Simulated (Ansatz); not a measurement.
A run for Ansatz (an electronic-structure program): R-wB97X-V/def2-TZVPPD on H2Se (SMILES [SeH2]). Files ending in .json are basis or fitting sets from the Basis Set Exchange.

Ansatz 0.2 input:
```yaml
crystal:
  periodic: [false, false, false]
  atoms:
    - {symbol: Se, position_ang: [-0.38030500, 0.20919291, 3.61573041]}
    - {symbol: H, position_ang: [0.94746516, 0.82889789, 3.73691167]}
    - {symbol: H, position_ang: [-0.22980910, 0.05655102, 2.14430554]}
basis:
  gaussian:
    orbitals: def2-TZVPPD.json
hamiltonian:
  xc: {name: wB97X-V}
scf: {lower_state_search: off}
```

Program output:

```
WARN ansatz: RAYON_NUM_THREADS=2 ignored (pool sized by the plan → 2); use --threads N
Functional definition: wB97X-V
these checks for a lower state are left out or cut short: stability, starts, cluster_reference, orbital_swaps, neighbouring_geometries, increment
integrals: 0.03 GiB planned
555 factors; their error is unknown
integrals: 0.06 GiB planned
135 factors; integrals over basis functions are off by at most 4.5e-5 eV
mean field: 0.32 GiB planned
mean field evaluation 1: about -65375.6462 eV, gradient 8.9e0 eV
mean field evaluation 2: about -65375.8825 eV, gradient 3.4e0 eV
mean field evaluation 4: about -65375.9163 eV, gradient 3.9e-1 eV
mean field evaluation 8: about -65376.1093 eV, gradient 2.3e-3 eV
mean field -65376.10934992 eV, -2402.5277050912 hartree, gradient 7.3e-6 eV, S^2 0.000000; 0 other end points of the search recorded, 0 dependent functions left out
reference -65376.10934801 eV, -2402.5277050210 hartree; 18, 18 occupied and 73, 73 virtual orbitals, 555 factors
Total energy: -65376.10934801 eV, -2402.5277050210 hartree
Checks for a lower state left out: stability, starts, cluster_reference, orbital_swaps, neighbouring_geometries, increment
```

Self-consistency was reached.

Cost: very roughly 1.7 core-seconds.
